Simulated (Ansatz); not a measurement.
V(NH2)3 (VN₃H₆), relaxed as a singlet with RKS PBE-D4/def2-SVP in Ansatz, starting from the PBE-D4/def2-SVP geometry of the neutral triplet. Force threshold 0.02 eV/Å.

The restricted singlet is unstable towards broken spin symmetry at other levels; at PBE-D4/def2-SVP this wasn't settled. At PBE-D4/def2-SVP a triplet of charge 0 lies 0.73 eV below the restricted singlet, each at its own geometry.

Start:

```tsv
atom	x (Å)	y (Å)	z (Å)
V1	-0.0680	0.3514	0.0992
N2	1.0286	0.1818	-1.3833
H3	1.3528	-0.6780	-1.8436
H4	1.4094	0.9942	-1.8884
N5	-1.8686	0.0207	-0.2289
H6	-2.3119	0.2156	-1.1354
H7	-2.4942	-0.5868	0.3128
N8	0.7673	-0.0209	1.7185
H9	1.7688	0.1460	1.8778
H10	0.4158	-0.6240	2.4712
```

(1) Estimate the energy that the relaxation releases and the steps that it takes.

(2) Does the start keep its bonding and symmetry?

(3) Predict the relaxed structure.

Results:

(1) 0.33 eV, in 16 steps; 8.5 s on 4 threads of Intel Xeon 6975P-C on a shared host. No frequencies were taken in this run, so the end may be a saddle point.

(2) By distances, no bond broke or formed. The bond that changes most is V1–N2, from 1.85 to 1.79 Å (atoms count from 1). Point group Cs at the start, Cs at the end, both within 0.05 Å.

(3) 
Cartesian coordinates in Å:
```
V 0.0433 -0.2510 -0.0656
N 1.0660 0.2829 -1.4355
H 1.3941 -0.6035 -1.8919
H 1.4461 1.0891 -1.9351
N -1.7709 -0.0799 -0.2235
H -2.3393 0.3427 -0.9626
H -2.3852 -0.4535 0.5133
N 0.7312 -0.1190 1.6239
H 1.6161 0.2776 1.9523
H 0.1986 -0.4855 2.4249
```
Bond lengths: 3 × N–V 1.79 to 1.83 Å; 6 × H–N 1.02 to 1.05 Å.
